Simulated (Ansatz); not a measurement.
C2H9NSSi can be A, `CNC([SiH3])S`, or B, `CN[SiH](C)S`.

Gas-phase electronic energies from Ansatz, PBE0-D4/def2-TZVP geometries. CCSD(T)/CBS adds triple-zeta CCSD(T) − MP2 to the extrapolated MP2 energy (def2 sets, frozen cores). DFT in def2-TZVPP. B3LYP here is the variant with VWN-RPA as its local correlation; programs differ in this. Each species was taken in one conformer, which may not be the lowest.

A:

Z-matrix (Å, degrees):
```
C
N 1 1.449
H 1 1.092 2 110.1
H 1 1.102 2 113.6 3 -120.8
H 1 1.091 2 109.3 3 117.9
C 2 1.451 1 113.4 3 65.6
H 2 1.014 1 110.4 3 -172.2
S 6 1.808 2 111.3 1 158.5
Si 6 1.896 2 112.5 1 -80.4
H 6 1.106 2 113.0 1 43.9
H 8 1.345 6 96.8 2 67.0
H 9 1.485 6 108.0 2 -69.2
H 9 1.490 6 111.9 2 50.6
H 9 1.485 6 109.2 2 170.8
```

B:

```xyz
14

C    -0.9169    1.2544   -1.3144
N     0.0142    1.1928   -0.2097
Si    0.7491   -0.2205    0.4137
C    -0.4731   -1.6239    0.3759
S     1.3566    0.3412    2.3934
H    -0.4309    1.4000   -2.2878
H    -1.6376    2.0651   -1.1726
H    -1.4889    0.3261   -1.3694
H     0.4828    2.0659   -0.0243
H     1.9983   -0.6750   -0.2713
H    -0.0442   -2.4920    0.8818
H    -1.3998   -1.3539    0.8873
H    -0.7114   -1.9218   -0.6491
H     2.5018   -0.3583    2.3467
```

(1) Which isomer does CCSD(T)/CBS put lower? Give the gap. (Estimate.)

(2) Give E(B) − E(A) in kcal/mol with ωB97M-V, CCSD/def2-TZVPP, CCSD(T)/def2-TZVPP, PBE0-D4, B3LYP-D4, PBE-D4, MP2/def2-TZVPP. (Estimate.)

Largest T1 diagnostic: 0.011.

Results:

(1) Computed: B, by 57.6 kcal/mol.

(2) Computed: ωB97M-V -57.7, CCSD/def2-TZVPP -57.5, CCSD(T)/def2-TZVPP -56.7, PBE0-D4 -56.9, B3LYP-D4 -57.1, PBE-D4 -54.9, MP2/def2-TZVPP -58.3. None reverses the order clearly.

In def2-TZVPP, CCSD(T) changes the Hartree–Fock value by +3.5 kcal/mol (the triples alone add +0.9 kcal/mol) and MP2 by +1.8 kcal/mol. From PBE to PBE0 (25 % exact exchange), in def2-TZVPP and without D4, E(B) − E(A) moves by −1.9 kcal/mol.
